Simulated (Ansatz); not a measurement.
Relaxation of CH5BS2 (9 atoms, charge 0, multiplicity 1), to a largest force component of 0.03 eV/Å in at most 50 steps.

Level of theory: Ansatz, UKS PBE0/cc-pVDZ.

```xyz
9
Properties=species:S:1:pos:R:3:forces:R:3
B -0.093 0.015 -0.125 0.55 0.52 -0.45
S 1.033 1.201 -1.011 -0.06 -0.36 0.64
S -1.629 -0.451 -0.942 0.03 0.04 -0.03
H -1.291 0.317 -2.006 -0.53 -0.22 -0.17
C 0.338 -0.545 1.272 0.00 0.04 0.00
H 0.252 1.479 -2.081 0.02 -0.01 0.00
H 1.340 -1.003 1.219 0.00 0.00 -0.01
H -0.362 -1.293 1.673 0.00 0.00 0.00
H 0.413 0.280 2.001 0.00 -0.01 0.01
```

Q: Where does it end, and by what steps?

A: The forces met the threshold. After 5 steps the energy has fallen by 0.140 eV; H4 moved furthest, 0.31 Å.

```
step  energy less start (eV)  largest force component (eV/Å)  accepted
   0                  0.0000                           0.644       yes
   1                 -0.1107                           0.464       yes
   2                 -0.1176                           0.309       yes
   3                 -0.1391                           0.067       yes
   4                 -0.1350                           0.115        no
   5                 -0.1403                           0.019       yes
```

```xyz
9
Properties=species:S:1:pos:R:3
B -0.046 0.056 -0.161
S 1.111 1.224 -0.923
S -1.611 -0.483 -0.887
H -1.587 0.227 -2.041
C 0.341 -0.530 1.246
H 0.432 1.499 -2.062
H 1.351 -0.972 1.227
H -0.360 -1.298 1.604
H 0.370 0.277 1.998
```

The run took 23 s on 2 threads of Arm Neoverse V1 (shared host), peak memory 0.25 GiB.
